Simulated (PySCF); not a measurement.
Compound: (H2In-mu-SbH2)2.
Cartesian coordinates in Å at the PBE0-D3(BJ)/def2-SVP level; atoms count from 1:
```xyz
12
H8In2Sb2 angstrom
In    -0.4290   -0.9603   -1.1084
H     -1.3618   -0.2224   -2.3496
H      0.1550   -2.5691   -0.9359
Sb    -2.1319   -0.4827    1.4362
In     0.4697    0.9041    1.1419
H      1.3968    0.1285    2.3652
H     -0.0915    2.5252    1.0086
Sb     2.1395    0.4772   -1.4344
H     -2.0620   -2.1363    0.9955
H     -3.1245   -0.0860    0.1005
H      3.1529    0.1924   -0.0856
H      2.0021    2.1466   -1.0831
```

Theory: PySCF 2.14.0, density-fitted response routines, TDDFT PBE0/def2-SVPD, vertical, gas phase, core orbitals frozen in the response, def2 core potentials past Kr. Spin–orbit coupling is left out.

Ground-to-excited transition dipoles (e·a0, same axes as the geometry; the sign carries no meaning), for the states with f of 0.002 or more among the lowest 10:

```
state  E (eV)      μx      μy      μz
   S1   4.499   2.078   0.446  -1.460
   S5   5.026  -0.317  -0.194   0.058
   S6   5.151   0.224   0.204   0.241
   S7   5.176  -0.247   0.089   0.066
  S10   5.429  -0.354  -0.539  -0.414
```

(1) What oscillator strength does each state have?

(2) What angle do the transition dipoles of S1 and S6 make?

(3) How is the summed strength of these states shared among x, y and z?

(4) What peak molar absorption coefficient would the strongest computed level give as a lone Gaussian band 0.5 eV wide at half height?

Answers

(1) f = (2/3) ΔE |μ|² with ΔE in hartree (27.2114 eV).

```
state  |μ|² (au)  |μ| (D)      f
   S1      6.647     6.55  0.733
   S5      0.141     0.95  0.017
   S6      0.150     0.98  0.019
   S7      0.073     0.69  0.009
  S10      0.588     1.95  0.078
```

(2) |cos θ| = |μa·μb| / (|μa| |μb|) = 0.20, so θ ≈ 78° (taken between 0 and 90°, since the signs are arbitrary).

(3) (2/3) Σ ΔE μα² gives 0.519 for x, 0.071 for y and 0.266 for z, 0.856 in all.

(4) ε(max) = 2.175×10⁸ f / FWHM, with the width in cm⁻¹. S1: 2.175×10⁸ × 0.7327 / 4033 ≈ 40000 L mol⁻¹ cm⁻¹.

All these states lie below the vertical ionisation energy of 8.15 eV (ΔSCF).

One conformer stands for the species.
